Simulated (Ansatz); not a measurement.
A single point on C$_{8}$H$_{13}$ClFNZr (`C[N](C)[Zr]1234([F])([Cl])[C@@H]5[C@H]1[C@H]2[C@@]3(C)[C@@H]54`).

```yaml
crystal:
  periodic: [false, false, false]
  atoms:
    - {symbol: C, position_ang: [-2.987316, 0.140458, 0.247786]}
    - {symbol: N, position_ang: [-1.709208, -0.544356, 0.229262]}
    - {symbol: C, position_ang: [-1.796233, -1.875389, 0.755648]}
    - {symbol: Zr, position_ang: [-0.428510, 0.787266, -0.566759]}
    - {symbol: F, position_ang: [-1.229997, 1.371265, -2.225151]}
    - {symbol: Cl, position_ang: [-0.455996, 2.680433, 0.912521]}
    - {symbol: C, position_ang: [1.377806, -0.184540, -1.963245]}
    - {symbol: C, position_ang: [1.010251, -1.190919, -1.049911]}
    - {symbol: C, position_ang: [1.394736, -0.762702, 0.244131]}
    - {symbol: C, position_ang: [2.006084, 0.503990, 0.140137]}
    - {symbol: C, position_ang: [2.635710, 1.280579, 1.245114]}
    - {symbol: C, position_ang: [1.970511, 0.866721, -1.229489]}
    - {symbol: H, position_ang: [-2.911510, 1.155510, -0.173018]}
    - {symbol: H, position_ang: [-3.740637, -0.387934, -0.351335]}
    - {symbol: H, position_ang: [-3.367776, 0.263008, 1.270178]}
    - {symbol: H, position_ang: [-2.131194, -1.870633, 1.802583]}
    - {symbol: H, position_ang: [-0.827431, -2.372870, 0.716890]}
    - {symbol: H, position_ang: [-2.514085, -2.485015, 0.188182]}
    - {symbol: H, position_ang: [1.187663, -0.187269, -3.026436]}
    - {symbol: H, position_ang: [0.512626, -2.117898, -1.293799]}
    - {symbol: H, position_ang: [1.248060, -1.308718, 1.165254]}
    - {symbol: H, position_ang: [3.698152, 1.029666, 1.319000]}
    - {symbol: H, position_ang: [2.169566, 1.056841, 2.205340]}
    - {symbol: H, position_ang: [2.551478, 2.354292, 1.076498]}
    - {symbol: H, position_ang: [2.337238, 1.798227, -1.639351]}
basis:
  gaussian: {orbitals: def2-TZVPP}
hamiltonian: {xc: pbe}
correlation: {method: rpa}
```

```sh
$ ansatz run in.yaml --threads 11 --pin off --events-out ev --progress --plain --backend cuda
```

It prints (some lines left out):

```
Functional definition: PBE
  name "PBE"
  cite "Perdew, Burke & Ernzerhof, Phys. Rev. Lett. 77, 3865 (1996) doi:10.1103/PhysRevLett.77.3865"
  parent pbe
  parameter kappa = 0.804
  parameter beta = 0.06672455060314922
  exchange = pbe_x(kappa = kappa, mu = beta*pi^2/3)
  correlation = pbe_c(beta = beta)
3551 factors; integrals over basis functions are off by at most 1.3e-3 eV
mean field evaluation 1: about -26473.7146 eV, gradient 1.2e2 eV
mean field evaluation 2: about -26473.6873 eV, gradient 1.2e2 eV
mean field evaluation 4: about -26495.2943 eV, gradient 7.4e1 eV
mean field evaluation 8: about -26509.4268 eV, gradient 4.4e0 eV
mean field evaluation 16: about -26509.4708 eV, gradient 2.0e-2 eV
mean field -26509.47078601 eV, -974.2050826212 hartree, gradient 1.7e-6 eV, S^2 0.000000; 0 other end points of the search recorded, 0 dependent functions left out
15 core orbitals not correlated: weight in the atoms' cores, before any rotation towards them, 1.000 or more for the frozen orbitals, at most 0.000 for the correlated occupied ones
reference -26414.36145392 eV, -970.7098791342 hartree; 38, 38 occupied and 537, 537 virtual orbitals, 3551 factors
Total energy: -26515.54978592 eV, -974.4284817472 hartree
```

It took 4.6 s on 11 threads of an AMD EPYC 7R13 on a shared host and a whole NVIDIA H100 80 GB, with 3.9 GiB of host memory at the peak.
